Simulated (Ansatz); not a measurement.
Isolated molecules relaxed with PBE0-D4/def2-TZVP in Ansatz; ΔE leaves out vibrations. CCSD(T)/CBS adds triple-zeta CCSD(T) − MP2 to the extrapolated MP2 energy (def2 sets, frozen cores). This one scheme is used for every species. Functionals use def2-TZVPP. For Br outer-core shells are correlated without core-valence functions, which leaves a few kJ/mol of doubt a bond. Scalar relativity is left out up to krypton. Each species was taken in one conformer, which may not be the lowest.

`[SiH3]Br` + `OC1=CN1` → `Br[SiH2]C1=CN1` + H₂O  (formal exchange of groups at the Si–H bond)

CCSD(T)/CBS gives -98.8 kJ/mol.

(1) Another level gave -83.8 kJ/mol. Which?
A. B2PLYP/def2-TZVPP
B. SCS-MP2/def2-TZVPP
C. r2SCANh/def2-TZVPP
D. revPBE/def2-TZVPP

(2) What do rigid-rotor, harmonic-oscillator terms from PBE0-D4/def2-TZVP frequencies (298.15 K, 1 bar) make of the CCSD(T)/CBS value? (Estimate.)

Largest T1 diagnostic among the species: 0.014.

Results:

(1) A. B2PLYP -83.8, SCS-MP2/def2-TZVPP -95.1, r2SCANh -79.5, revPBE -73.4 kJ/mol.

(2) Ansatz gave: ΔZPE = +1.1 kJ/mol, ΔH = -93.8 kJ/mol, ΔS = 2 J/(mol·K), ΔG = -94.5 kJ/mol.

At CCSD(T), def2-SVP lies +36.0 kJ/mol from the extrapolated value and def2-TZVPP +7.4 kJ/mol. From PBE to PBE0 (25 % exact exchange), in def2-TZVPP and without D4, ΔE moves by −3.4 kJ/mol. The D4 term adds −8.0 kJ/mol with B3LYP and −4.7 kJ/mol with PBE0; it sums over pairs of atoms, weighted by their polarisabilities, and B3LYP, whose exchange is more repulsive, gets the larger term.

B3LYP here is the variant with VWN-RPA as its local correlation; programs differ in this.
